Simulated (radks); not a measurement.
Results of a calculation; reference values are marked as such.
K, 19 electrons, occupied as [Ar] 4s1 (the NIST ground configuration). Level of theory: non-relativistic Kohn-Sham, LDA (Slater exchange, VWN5 correlation), spin-polarised, spherical densities, point nucleus; open shells are filled with parallel spins first (a radial shooting solver on a logarithmic mesh with Libxc functionals).

Normalised radial functions P(r) = r R(r), r in bohr:

```
   r/bohr * 3s down, o 4s up, + 4s down (the largest magnitude, 0.977, reaches the edge; | marks zero, & curves that meet)
   0.0106                             |&  *
  0.01224                             |&  *
  0.01403                             |&   *
   0.0162                             |&   *
  0.01856                             |&    *
  0.02127                             |&    *
  0.02456                             | &    *
  0.02814                             | &    *
  0.03249                             | &    *
  0.03723                             | &     *
  0.04299                             | &     *
  0.04926                             | &    *
  0.05643                             | &    *
  0.06518                             |&    *
  0.07467                             |&   *
  0.08624                             |& *
   0.0988                             &*
   0.1141                            *&
   0.1307                         *  &|
   0.1498                       *   o+|
    0.173                    *      & |
   0.1982                  *       &  |
   0.2289                *         &  |
   0.2622               *          &  |
   0.3028                *         &  |
   0.3469                  *       o+ |
   0.3975                     *     & |
    0.459                           * &
   0.5259                             |&  *
   0.6073                             |  &      *
   0.6958                             |   &            *
   0.8036                             |    &                *
   0.9206                             |    +o                   *
    1.055                             |    &                     *
    1.218                             |   &                     *
    1.396                             | &                     *
    1.612                             &                   *
    1.847                          &  |              *
    2.133                       &     |          *
    2.443                    o+       |      *
    2.799                  &          |   *
    3.233                o+           | *
    3.704                &            |*
    4.277               o+            |*
      4.9                o+           *
    5.659                  &          *
    6.484                    &        *
    7.428                     +o      *
    8.579                        &    *
    9.829                         +o  *
    11.35                           & *
       13                            &*
    15.02                            +&
    17.21                             &
```

3s down: eigenvalue -34.781 eV, 2 radial nodes at r = 0.108, 0.485 bohr, <r> = 1.28 bohr, 90 % of the charge inside 1.93 bohr. 4s up: eigenvalue -2.618 eV, 3 radial nodes at r = 0.108, 0.474, 1.60 bohr, <r> = 4.84 bohr, 90 % of the charge inside 7.31 bohr. 4s down (empty): eigenvalue -2.024 eV, 3 radial nodes at r = 0.108, 0.474, 1.59 bohr, <r> = 5.06 bohr, 90 % of the charge inside 7.78 bohr.
